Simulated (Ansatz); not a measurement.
A CCSD(T) single point on BrClFHOSi, SMILES `O[Si](F)(Cl)Br`.

```yaml
crystal:
  periodic: [false, false, false]
  atoms:
    - {symbol: O, position_ang: [-0.495467, 0.332163, 1.178536]}
    - {symbol: Si, position_ang: [0.211367, 0.017411, -0.237141]}
    - {symbol: F, position_ang: [1.621631, -0.663114, -0.028305]}
    - {symbol: Cl, position_ang: [-0.893524, -1.272318, -1.345792]}
    - {symbol: Br, position_ang: [0.511766, 1.909986, -1.268437]}
    - {symbol: H, position_ang: [-0.913674, -0.388029, 1.655040]}
basis:
  gaussian: {orbitals: def2-TZVPP}
correlation: {method: ccsd_t}
output: {orbitals: {seedname: orbitals}}
```

```sh
$ ansatz run in.yaml --threads 4 --pin off --events-out ev --progress --plain
```

Output of Ansatz, abridged:

```
Functional definition: HF
1315 factors; integrals over basis functions are off by at most 7.1e-4 eV
mean field evaluation 1: about -95129.5795 eV, gradient 4.3e1 eV
mean field evaluation 2: about -95129.8512 eV, gradient 4.3e1 eV
mean field evaluation 4: about -95133.0291 eV, gradient 2.4e0 eV
mean field evaluation 8: about -95133.0737 eV, gradient 2.5e-1 eV
mean field -95133.07388009 eV, -3496.0759815799 hartree, gradient 4.5e-6 eV, S^2 0.000000; 0 other end points of the search recorded, 0 dependent functions left out
21 core orbitals not correlated: weight in the atoms' cores, before any rotation towards them, 1.000 or more for the frozen orbitals, at most 0.000 for the correlated occupied ones
reference -95133.07388009 eV, -3496.0759815799 hartree; 21, 21 occupied and 166, 166 virtual orbitals, 1315 factors
second order -28.86333667 eV of doubles, -0.00000000 eV of singles
cycle   1  -28.80210423 eV  change    6.1e-2 eV  update   1.0e-1
cycle   2  -29.36455380 eV  change   -5.6e-1 eV  update   2.7e-2
cycle   3  -29.47918866 eV  change   -1.1e-1 eV  update   1.3e-2
cycle   4  -29.46244515 eV  change    1.7e-2 eV  update   2.8e-3
cycle   5  -29.46112723 eV  change    1.3e-3 eV  update   1.1e-3
cycle   6  -29.46175408 eV  change   -6.3e-4 eV  update   3.1e-4
cycle   7  -29.46149940 eV  change    2.5e-4 eV  update   9.9e-5
cycle   8  -29.46146717 eV  change    3.2e-5 eV  update   2.5e-5
perturbative correction -1.05000894 eV, -0.0385871167 hartree
Total energy: -95163.58535620 eV, -3497.1972576454 hartree
```

Hardware: 4 threads of a server CPU on a shared host. Wall time 2.2 min, peak host memory 2.9 GiB.

MP2 recovers 94.6 % of the CCSD(T) correlation energy and the triples give 3.4 %; T1 = 0.0094.
